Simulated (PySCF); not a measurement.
This PySCF input asks for the NMR shieldings of `CCC[C](C)(C)[Al]([Cl])[Cl]`, C6H13AlCl2; the geometry comes from GFN2-xTB.

```python
import basis_set_exchange as bse
import numpy as np
from pyscf import gto, dft
from pyscf.prop import nmr

atoms = """
C     2.836958   -0.585807   -0.063729
C     1.372455   -0.567678   -0.476820
C     0.574255    0.521277    0.227038
C    -0.948363    0.338897    0.094118
C    -1.393553    0.531307   -1.359826
C    -1.632660    1.402834    0.965577
Al   -1.322280   -1.577798    0.697487
Cl   -2.266583   -2.908672   -0.521117
Cl   -0.803352   -2.125837    2.590884
H     3.373314   -1.380605   -0.576889
H     2.929816   -0.744035    1.008149
H     3.309509    0.362012   -0.312666
H     0.911393   -1.544439   -0.215279
H     1.301095   -0.455754   -1.559516
H     0.830504    0.505405    1.291166
H     0.864471    1.499675   -0.167063
H    -0.976820   -0.240261   -2.005394
H    -1.081162    1.506317   -1.736820
H    -2.478482    0.469537   -1.431210
H    -2.715530    1.337132    0.875394
H    -1.326057    2.404769    0.661143
H    -1.369340    1.271110    2.014524
"""
names = dict.fromkeys(["C", "Al", "Cl", "H"], "pcSseg-1")
basis = {el: gto.basis.parse(bse.get_basis(n, elements=[el], fmt="nwchem")) for el, n in names.items()}
mol = gto.M(atom=atoms, basis=basis, charge=0, verbose=0)
mf = dft.RKS(mol, xc="PBE0")
mf.grids.level = 2
mf.grids.alignment = dft.numint.BLKSIZE   # the property module wants whole blocks of grid points
mf.conv_tol = 1e-9
mf.kernel()

calc = nmr.RKS(mf)   # GIAO
C = mf.mo_coeff
Co = C[:, mf.mo_occ > 0]
resp = mf.gen_response(singlet=True, hermi=2)
def vind(x):   # induced exchange potential for any number of trial vectors
    d = np.einsum("pi,xij,qj->xpq", C, 2 * x.reshape(-1, C.shape[1], Co.shape[1]), Co, optimize=True)
    return np.einsum("xpq,pi,qj->xij", resp(d - d.transpose(0, 2, 1)), C, Co, optimize=True).ravel()
mo1, _ = nmr.rhf.solve_mo1(calc, with_cphf=vind)
sigma = calc.kernel(mo1)
for i, s in enumerate(sigma):   # ppm
    print("%2d %-2s %9.2f" % (i, mol.atom_pure_symbol(i), np.trace(s) / 3))
```

Problem. What does it print?

Solution. 
```
 0 C     169.36
 1 C     147.22
 2 C     138.68
 3 C     143.01
 4 C     159.22
 5 C     157.66
 6 Al    374.04
 7 Cl    903.49
 8 Cl    923.55
 9 H      30.39
10 H      30.62
11 H      30.64
12 H      31.50
13 H      29.39
14 H      30.15
15 H      30.82
16 H      30.07
17 H      31.15
18 H      30.49
19 H      30.65
20 H      30.82
21 H      30.25
```

These numbers come from an equivalent density-fitted implementation of the same equations, which agrees with the script to about 0.01 ppm for H and up to a few tenths of a ppm for heavy atoms, so last digits may differ.

Size and cost of the density-fitted run: 239 basis functions, 110 s wall time on 1 thread of an Arm Neoverse N1, shared host; peak memory 1.1 GiB.
